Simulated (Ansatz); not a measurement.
These are PBE0-D4/def2-TZVP run with Ansatz (a quantum-chemistry and plane-wave program) values and carry that method's errors. No frequencies were computed at this level.

Ansatz 0.2 input:
```yaml
crystal:
  periodic: [false, false, false]
  atoms:
    - { symbol: N, position_ang: [1.018756, -0.079779, -0.228475] }
    - { symbol: Si, position_ang: [-0.681462, 0.050724, 0.018076] }
    - { symbol: H, position_ang: [1.4819, -0.933607, 0.038375] }
    - { symbol: H, position_ang: [1.603122, 0.706447, 0.006238] }
    - { symbol: H, position_ang: [-1.065487, 1.289818, -0.653261] }
    - { symbol: H, position_ang: [-1.111469, 0.110085, 1.424603] }
    - { symbol: H, position_ang: [-1.245361, -1.143688, -0.605557] }
basis:
  gaussian: { orbitals: def2-tzvp }
hamiltonian:
  xc: pbe0
  dispersion: d4
relax:
  max_steps: 150
```

Output:

```
Functional definition: PBE0
643 factors; their error is unknown
mean field evaluation 1: about -9439.3961 eV, gradient 5.6e1 eV
mean field evaluation 2: about -9431.6783 eV, gradient 7.8e1 eV
mean field evaluation 4: about -9445.1824 eV, gradient 1.2e0 eV
mean field evaluation 8: about -9445.2216 eV, gradient 2.2e-2 eV
mean field -9445.22156807 eV, -347.1054904255 hartree, gradient 4.7e-5 eV, S^2 0.000000; 0 other end points of the search recorded, 0 dependent functions left out
reference -9445.22159510 eV, -347.1054914189 hartree; 13, 13 occupied and 85, 85 virtual orbitals, 643 factors
relax step   1: F+E_penalty+E_count = -9445.29101662 eV  Δ(F+E_penalty+E_count) = +0.000e0 eV  max|allowed force component| = 7.543e-1 eV/Å  Δτ_max = 0.0000 Å  (22 SCF iters, accepted)
these checks for a lower state are left out or cut short: starts, cluster_reference, orbital_swaps, neighbouring_geometries, increment
643 factors; their error is unknown
mean field evaluation 16: about -9445.2181 eV, gradient 5.9e-3 eV
mean field -9445.25329873 eV, -347.1066565057 hartree, gradient 9.0e-6 eV, S^2 0.000000; 0 other end points of the search recorded, 0 dependent functions left out
reference -9445.25332570 eV, -347.1066574968 hartree; 13, 13 occupied and 85, 85 virtual orbitals, 643 factors
relax step   2: F+E_penalty+E_count = -9445.32263001 eV  Δ(F+E_penalty+E_count) = -3.161e-2 eV  max|allowed force component| = 2.013e-1 eV/Å  Δτ_max = 0.0431 Å  (27 SCF iters, accepted)
these checks for a lower state are left out or cut short: starts, cluster_reference, orbital_swaps, neighbouring_geometries, increment
643 factors; their error is unknown
mean field -9445.25481181 eV, -347.1067121104 hartree, gradient 9.0e-6 eV, S^2 0.000000; 0 other end points of the search recorded, 0 dependent functions left out
reference -9445.25483880 eV, -347.1067131021 hartree; 13, 13 occupied and 85, 85 virtual orbitals, 643 factors
relax step   3: F+E_penalty+E_count = -9445.32415706 eV  Δ(F+E_penalty+E_count) = -1.527e-3 eV  max|allowed force component| = 6.329e-2 eV/Å  Δτ_max = 0.0085 Å  (29 SCF iters, accepted)
these checks for a lower state are left out or cut short: starts, cluster_reference, orbital_swaps, neighbouring_geometries, increment
643 factors; their error is unknown
mean field evaluation 32: about -9445.2550 eV, gradient 4.0e-5 eV
mean field -9445.25498412 eV, -347.1067184425 hartree, gradient 9.0e-6 eV, S^2 0.000000; 0 other end points of the search recorded, 0 dependent functions left out
reference -9445.25501109 eV, -347.1067194338 hartree; 13, 13 occupied and 85, 85 virtual orbitals, 643 factors
relax step   4: F+E_penalty+E_count = -9445.32434204 eV  Δ(F+E_penalty+E_count) = -1.850e-4 eV  max|allowed force component| = 2.744e-2 eV/Å  Δτ_max = 0.0028 Å  (28 SCF iters, accepted)
these checks for a lower state are left out or cut short: starts, cluster_reference, orbital_swaps, neighbouring_geometries, increment
643 factors; their error is unknown
mean field -9445.25515032 eV, -347.1067245504 hartree, gradient 8.9e-6 eV, S^2 0.000000; 0 other end points of the search recorded, 0 dependent functions left out
reference -9445.25517731 eV, -347.1067255421 hartree; 13, 13 occupied and 85, 85 virtual orbitals, 643 factors
relax step   5: F+E_penalty+E_count = -9445.32451942 eV  Δ(F+E_penalty+E_count) = -1.774e-4 eV  max|allowed force component| = 4.101e-2 eV/Å  Δτ_max = 0.0109 Å  (28 SCF iters, accepted)
these checks for a lower state are left out or cut short: starts, cluster_reference, orbital_swaps, neighbouring_geometries, increment
643 factors; their error is unknown
mean field -9445.25517767 eV, -347.1067255556 hartree, gradient 1.9e-5 eV, S^2 0.000000; 0 other end points of the search recorded, 0 dependent functions left out
reference -9445.25520465 eV, -347.1067265470 hartree; 13, 13 occupied and 85, 85 virtual orbitals, 643 factors
relax step   6: F+E_penalty+E_count = -9445.32454764 eV  Δ(F+E_penalty+E_count) = -2.822e-5 eV  max|allowed force component| = 6.996e-3 eV/Å  Δτ_max = 0.0012 Å  (19 SCF iters, accepted)
643 factors; their error is unknown
mean field evaluation 64: about -9445.2552 eV, gradient 4.9e-5 eV
mean field -9445.25517767 eV, -347.1067255556 hartree, gradient 1.9e-5 eV, S^2 0.000000; 1 other end points of the search recorded, 0 dependent functions left out
reference -9445.25520465 eV, -347.1067265470 hartree; 13, 13 occupied and 85, 85 virtual orbitals, 643 factors
Total energy: -9445.32457462 eV, -347.1092758462 hartree
Atom 0 at     1.044259    -0.081154    -0.202389 Å, force    -0.006997     0.000511    -0.000391 eV/Å
Atom 1 at    -0.657324     0.048865     0.014197 Å, force     0.003758    -0.000321    -0.002143 eV/Å
Atom 2 at     1.511617    -0.942163     0.031908 Å, force     0.001776     0.002050     0.000696 eV/Å
Atom 3 at     1.633759     0.710286    -0.000482 Å, force     0.001457    -0.002261     0.000780 eV/Å
Atom 4 at    -1.109352     1.293344    -0.659928 Å, force    -0.000119     0.000208     0.000287 eV/Å
Atom 5 at    -1.133675     0.111807     1.428902 Å, force     0.000273    -0.000011     0.000477 eV/Å
Atom 6 at    -1.289286    -1.140984    -0.612209 Å, force    -0.000148    -0.000176     0.000295 eV/Å
Dipole moment:     0.252883    -0.016113     0.131591 e Å
```

Cost: around 14 core-seconds (rough).
